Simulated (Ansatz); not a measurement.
```yaml
crystal:
  periodic: [false, false, false]
  atoms:
    - {symbol: C, position_ang: [-0.937931, 1.250746, 0.570993]}
    - {symbol: O, position_ang: [-0.725868, 0.117334, 1.353841]}
    - {symbol: Si, position_ang: [0.515599, -0.948336, 1.135738]}
    - {symbol: Si, position_ang: [0.697513, -1.149432, -1.165534]}
    - {symbol: Al, position_ang: [-0.456416, 0.980709, -1.275302]}
    - {symbol: H, position_ang: [-0.356008, 2.090945, 1.091809]}
    - {symbol: H, position_ang: [-1.977860, 1.581361, 0.711584]}
    - {symbol: H, position_ang: [0.259047, -2.093134, 1.966906]}
    - {symbol: H, position_ang: [1.814000, -0.283078, 1.677326]}
    - {symbol: H, position_ang: [2.148134, -1.197748, -1.698260]}
    - {symbol: H, position_ang: [0.045202, -2.322555, -1.682396]}
    - {symbol: H, position_ang: [-0.854999, 1.955765, -2.504064]}
basis:
  gaussian: {orbitals: aug-cc-pVTZ}
hamiltonian: {xc: {name: HF}}
correlation: {active_space: {window: {electrons: 6, orbitals: 2}}}
accuracy: high
scf: {lower_state_search: full}
output: {forces: true}
```

```sh
$ ansatz run in.yaml --threads 4 --pin off --events-out ev --progress --plain --max-ram 10444MiB
```

Shortened log:

```
Functional definition: HF
6168 factors; integrals over basis functions are off by at most 3.5e-9 eV
mean field evaluation 1: about -25483.3261 eV, gradient 3.9e1 eV
mean field evaluation 2: about -25483.5695 eV, gradient 4.0e1 eV
mean field evaluation 4: about -25487.8110 eV, gradient 4.9e0 eV
mean field evaluation 8: about -25487.9175 eV, gradient 3.4e-1 eV
mean field evaluation 16: about -25487.9184 eV, gradient 4.6e-7 eV
mean field -25487.91839916 eV, -936.6637248375 hartree, gradient 2.7e-8 eV, S^2 0.000000; 0 other end points of the search recorded, 0 dependent functions left out
reference -25487.91839916 eV, -936.6637248375 hartree; 31, 31 occupied and 372, 372 virtual orbitals, 6168 factors
Error: 6 electrons in 2 orbitals form no window around the highest filled level of the reference
```

Task: What is wrong with this run?

Result: The active space doesn't fit the electrons. The run stopped with an error.
